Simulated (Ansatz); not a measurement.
Relaxed structures of CH$_{4}$OTe, closed shell (PBE0-D4/def2-TZVP; forces vanish, vibrations not checked; lower isomers may exist, and structures with a doubtful reference or unclear bonds are left out; Å). Computed with Ansatz 0.2.0 (basis: def2-TZVPP); correlated methods freeze the cores. Filled d shells of the heavier atoms are correlated. Core potentials replace the inner electrons of the atoms past krypton. The def2 sets are not built for correlating such inner shells, so the correlated values are less sure here.

Question: Rank them by CCSD(T) energy, lowest first, and give each one's height above the lowest. Links in brackets join atoms within 1.22 times the sum of their covalent radii (1.1 for two metals). (Judge from chemistry; the value comes from the calculation.)
A.
a complex of CH₂O ([CH2][O]) + H₂Te
```
7
angstrom
C -0.5022 1.1043 -0.2742
O -0.7301 0.9394 0.8899
Te 0.2668 -2.7859 0.4319
H -0.1378 0.2803 -0.9190
H -0.6460 2.0889 -0.7605
H -0.1537 -1.3620 1.1722
H 1.8727 -2.4539 0.6608
```
B.
CH₄OTe ([CH3][O][TeH])
```
7
angstrom
C -0.4604 0.7053 -0.2462
O -0.6079 -0.4071 0.6114
Te 0.4781 -1.9840 0.2036
H -0.6339 0.4455 -1.2964
H 0.5351 1.1565 -0.1588
H -1.2069 1.4408 0.0650
H 1.8959 -1.3570 0.8214
```
C.
CH₄OTe ([CH3][Te][OH])
```
7
angstrom
C -0.4645 0.8664 -0.3374
O 0.5424 -1.9603 0.1543
Te -0.7586 -0.7562 1.0075
H -0.6107 0.5083 -1.3545
H 0.5274 1.2945 -0.2110
H -1.2222 1.6163 -0.1016
H 1.3925 -1.8315 0.5841
```
D.
CH₄OTe ([CH3][OH][Te])
```
7
angstrom
C -0.5237 0.7398 -0.2307
O -0.8189 -0.4575 0.5086
Te 0.5719 -2.1430 0.1970
H -0.5939 0.4669 -1.2805
H 0.4868 1.0842 -0.0069
H -1.2699 1.4962 0.0184
H -0.7800 -0.2812 1.4553
```

Answer: Computed: C (0.0 kJ/mol), B (67.0 kJ/mol), A (88.2 kJ/mol), D (119.9 kJ/mol). Heights count from the lowest.

T1 diagnostic: at most 0.013. The restricted Hartree–Fock reference is unstable towards an unrestricted one at one or more of these structures.

For scale, one of the runs: CCSD(T)/def2-TZVPP, 168 basis functions, launched by `ansatz run in.yaml --threads 2 --pin off --events-out ev --progress --plain --max-ram 4352MiB`. Hardware: 2 CPU threads of an Arm Neoverse V1, shared host. Wall time 79 s; peak host memory 1.6 GiB.
